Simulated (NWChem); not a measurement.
Species: GeH$_{4}$S; SMILES [SH][GeH3]

Program: NWChem. Coordinates come from a PBE-D3(BJ)/def2-SVP optimisation. B3LYP is NWChem's, with the RPA form of VWN correlation. Vertical excitations in the gas phase; the lowest state need not have the same character in each row.

Problem. Among these, which level gives the lowest value of “lowest excitation, singlet (eV)”?
(A) PBE0/aug-cc-pVDZ, full TDDFT
(B) PBE/aug-cc-pVDZ, full TDDFT
(C) B3LYP/aug-cc-pVDZ, full TDDFT
(D) LRC-wPBEh/aug-cc-pVDZ, full TDDFT

Solution. B, PBE/aug-cc-pVDZ, full TDDFT. Values: PBE/aug-cc-pVDZ, full TDDFT 4.96; B3LYP/aug-cc-pVDZ, full TDDFT 5.23; PBE0/aug-cc-pVDZ, full TDDFT 5.42; LRC-wPBEh/aug-cc-pVDZ, full TDDFT 5.62
